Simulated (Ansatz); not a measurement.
`C=C[Si](O)(O)O[SiH3]`, relaxed with RKS PBE0-D4/def2-TZVP in the Gaussian-basis code of Ansatz from a GFN2-xTB geometry. The force threshold is 0.005 eV/Å; the program also tests the step.

Total charge 0; spin multiplicity 1.

Start:

```xyz
15

C    -1.548   -0.701    1.401
C    -1.721    0.085    0.351
Si   -0.351    0.705   -0.776
O    -0.253    2.330   -0.881
O    -0.693    0.164   -2.262
O     1.098    0.180   -0.255
Si    2.127   -0.921    0.324
H    -2.367   -1.037    2.018
H    -0.567   -1.047    1.686
H    -2.727    0.400    0.103
H     0.071    2.832   -0.139
H    -0.309    0.598   -3.021
H     1.610   -2.269    0.090
H     2.254   -0.644    1.758
H     3.376   -0.676   -0.396
```

Question: How much energy does the relaxation release, and in how many steps? (An estimate is asked.)

Answer: Ansatz gave: 9.40 kJ/mol, in 44 steps, 3 of them rejected.

Question: Which bonds change most? (Estimate.)

Answer: Computed: C2–Si3 from 1.879 to 1.844 Å; Si7–H15 from 1.462 to 1.485 Å; Si7–H13 from 1.463 to 1.485 Å; O6–Si7 from 1.615 to 1.635 Å.

Question: Give the relaxed structure. (Best estimate.)

Answer: The calculation gave: 
```xyz
15

C    -1.607   -0.507    1.522
C    -1.764    0.063    0.330
Si   -0.362    0.666   -0.706
O    -0.361    2.289   -0.926
O    -0.517    0.012   -2.193
O     1.038    0.249    0.019
Si    2.150   -0.935    0.212
H    -2.449   -0.845    2.118
H    -0.622   -0.662    1.955
H    -2.776    0.192   -0.048
H    -0.048    2.832   -0.201
H    -0.164    0.516   -2.928
H     1.719   -2.183   -0.468
H     2.315   -1.198    1.665
H     3.449   -0.488   -0.351
```
